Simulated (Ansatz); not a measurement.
Born–Oppenheimer molecular dynamics of CH7BO2S (12 atoms, charge 0, multiplicity 1). It starts from a rough guess of a transition structure, not a stationary point.

These are results of UKS PBE0-D4/6-31G in Ansatz 0.2.0, not measurements.

```
ensemble                      : NVE (velocity Verlet)
time step                     : 0.5 fs
steps asked                   : 150
starting velocities drawn for : 100 K
seed                          : 799553
```

First frame:

```xyz
12
Properties=species:S:1:pos:R:3
B -0.335 -0.102 -0.327
C 0.266 0.051 1.427
O 0.060 -1.345 -0.786
O -1.621 0.384 -0.342
H 0.651 0.649 0.226
S 0.946 1.343 -1.403
H 1.128 -0.572 1.634
H 0.332 1.000 1.952
H -0.628 -0.447 1.785
H -0.602 -1.839 -1.266
H -2.049 0.454 -1.193
H 1.851 0.423 -1.707
```

How far do the bonds stretch over the last three quarters of this one trajectory? (Pairs bonded in most of those frames.)


```csv
bond,mean (Å),spread (Å),shortest,longest
B1–O3,1.393,0.033,1.33,1.44
B1–O4,1.396,0.054,1.30,1.49
B1–S6,1.872,0.079,1.76,2.06
C2–H5,1.102,0.058,1.01,1.19
C2–H7,1.093,0.013,1.07,1.12
C2–H8,1.094,0.019,1.06,1.13
C2–H9,1.091,0.019,1.06,1.12
O3–H10,0.980,0.012,0.96,1.00
O4–H11,0.976,0.015,0.94,1.00
S6–H12,1.378,0.036,1.32,1.43
```

Mean temperature of the second half: 1517 K. The conserved energy stayed within 0.28 meV per atom of its start (net change -0.075 meV per atom), so the integration is sound. The kinetic energy rose, since the run started high on the potential surface and went downhill. It ends in pieces (BH3O2S + CH4), so much of that is their flight and rotation, not heat. A run of 0.075 ps of so small a system gives no equilibrium averages. The orbitals were unrestricted but ended closed-shell. Limits of this set-up: no polarisation functions.

Time of the run: 23 min on 1 thread of Arm Neoverse N1, on a shared host, peak memory 0.2 GiB.
